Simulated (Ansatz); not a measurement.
Born–Oppenheimer molecular dynamics of CH₅AlFNSi (10 atoms, charge 0, multiplicity 1). It starts at the highest image of a converged band. Of that band: The profile has 3 maxima (images 3, 5, 7) with wells between them (images 4, 6): this band takes more than one step, which may be the mechanism or a detour left from its start path. Neighbouring images differ by up to 2.0 eV, so the band resolves the path poorly. A vibrational analysis at the climbing image gives one clearly imaginary mode, 1038i cm⁻¹: a first-order saddle point.

Method: RKS BLYP-D4/def2-SVP in Ansatz 0.2.0.

```json
{
  "ensemble": "NVE (velocity Verlet)",
  "time step": "0.5 fs",
  "steps asked": "200",
  "starting velocities drawn for": "100 K",
  "seed": "8294"
}
```

First frame:

```xyz
10
Properties=species:S:1:pos:R:3
N -0.432 -1.175 1.490
Si 0.496 -0.319 0.301
F 1.968 -1.053 0.491
C -0.032 -0.053 -1.454
Al 0.265 1.775 -0.917
H -1.330 -0.819 1.822
H 0.069 -1.687 2.223
H -0.141 -0.755 -2.313
H -0.976 0.758 -0.192
H 0.195 3.277 -1.448
```

(1) How far do the bonds stretch over the last three quarters of this one trajectory? (Pairs bonded in most of those frames.)

## Answers

(1) 
| bond | mean (Å) | spread (Å) | shortest | longest |
| --- | --- | --- | --- | --- |
| N1–Si2 | 1.742 | 0.029 | 1.70 | 1.79 |
| N1–H6 | 1.025 | 0.006 | 1.01 | 1.04 |
| N1–H7 | 1.026 | 0.008 | 1.01 | 1.04 |
| Si2–F3 | 1.657 | 0.015 | 1.63 | 1.69 |
| Si2–C4 | 1.930 | 0.095 | 1.79 | 2.09 |
| Si2–Al5 | 2.403 | 0.012 | 2.37 | 2.42 |
| C4–Al5 | 2.015 | 0.057 | 1.92 | 2.12 |
| C4–H8 | 1.139 | 0.023 | 1.09 | 1.18 |
| C4–H9 | 1.202 | 0.147 | 0.95 | 1.41 |
| Al5–H10 | 1.612 | 0.028 | 1.57 | 1.66 |

Mean temperature of the second half: 844 K. The conserved energy stayed within 1 meV per atom of its start (net change -0.25 meV per atom), so the integration is sound. The system heated up, since it started high on the potential surface and ran downhill. A run of 0.1 ps of so small a system gives no equilibrium averages. The orbitals stay closed-shell, which can raise the energy where a bond breaks towards radicals; this wasn't checked here.

Time of the run: 6.8 min on 2 threads of Arm Neoverse V1, with other jobs on the host, peak memory 0.15 GiB.
